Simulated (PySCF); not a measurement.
Structure problem from calculated spectra and properties.

Formula: C2H7BrGeSi2.

| Property | Result |
| --- | --- |
| NMR, other nuclei | isotropic shieldings of nuclei other than C and H, by class: 365 (1 Si), 448 (1 Si), 1585 (1 Ge), 2815 (1 Br) ppm [GIAO PBE0/pcSseg-1] |
| 1H NMR | chemical shifts (computed TMS as zero) by class: 5.47 (1 H), 4.51 (1 H), 4.50 (1 H), 3.85 (3 H), 2.34 (1 H) ppm [GIAO PBE0/pcSseg-1] |
| Triplet | lowest triplet excitation (Tamm–Dancoff): 4.93 eV [TDA CAM-B3LYP/def2-SVPD] |
| 13C NMR | chemical shifts (computed TMS as zero) by class: 107.1 (1 C), 82.3 (1 C) ppm [GIAO PBE0/pcSseg-1] |
| Valence photoelectron | vertical ionisation energy: 9.43 eV [ΔSCF CAM-B3LYP/def2-SVPD] |
| Rotational structure | rotational constants A, B, C: 1.183, 0.596, 0.483 GHz [PBE0-D3(BJ)/def2-SVP] |
| UV, strongest line | among the 10 lowest singlet transitions: S6 at 6.49 eV (191 nm, f = 0.216) [TDDFT CAM-B3LYP/def2-SVPD] |
| Polarisability | 133.2 au [CAM-B3LYP/def2-SVPD] |

The electronic properties come from PySCF, for the isolated species, density fitting. Levels stand in brackets. The structure is a single PBE0-D3(BJ)/def2-SVP conformer in the gas phase; no vibrational or solvent corrections. Relativistic effects, spin–orbit coupling among them, are left out although an element past zinc is present. NMR classes are plain means over equivalent atoms (diastereotopic ones count apart unless rotation or inversion swaps them), as if these changed places fast.

Question: Give a SMILES that accounts for the data.

Answer: Numbering: `[CH:1]#[C:2][GeH2:3][Si@H:4]([SiH3:5])[Br:6]`. 2 carbons fall into 2 classes; from least to most shielded: terminal alkyne carbon [C1] (107.1 ppm), alkyne carbon [C2] (82.3 ppm). Hydrogen classes from least to most shielded: 1 H on an SiH silicon, Si4 (5.47 ppm), 1 H on a germanium bonded to C, Si and 2 H, Ge3 (4.51 ppm), 1 H on a germanium bonded to C, Si and 2 H, Ge3 (4.50 ppm), 3 H on an SiH3 silicon, Si5 (3.85 ppm), 1 H on a terminal alkyne carbon, C1 (2.34 ppm). The other shieldings belong to: 365 ppm, SiH silicon [Si4]; 448 ppm, SiH3 silicon [Si5]; 1585 ppm, germanium bonded to C, Si and 2 H [Ge3]; 2815 ppm, bromine bonded to Si [Br6]. The first electron is taken from the HOMO, whose largest Löwdin shares are 0.27 on the bromine bonded to Si, 0.19 on the SiH silicon, 0.16 on the germanium bonded to C, Si and 2 H and 0.10 on the SiH3 silicon. The optimised geometry has point group C1 and is an asymmetric top. Structure: `C#[C][GeH2][Si@H]([SiH3])Br`. The assignments are read from this structure; whether some other isomer fits the data as well wasn't checked. The mirror image fits equally. NMR values of atoms bound to Ge lack the spin–orbit term that these neighbours bring.

The values belong to the conformer `[CH:1]#[C:2][GeH2:3][Si@H:4]([SiH3:5])[Br:6]`: C2–Ge3–Si4–Si5 23°.
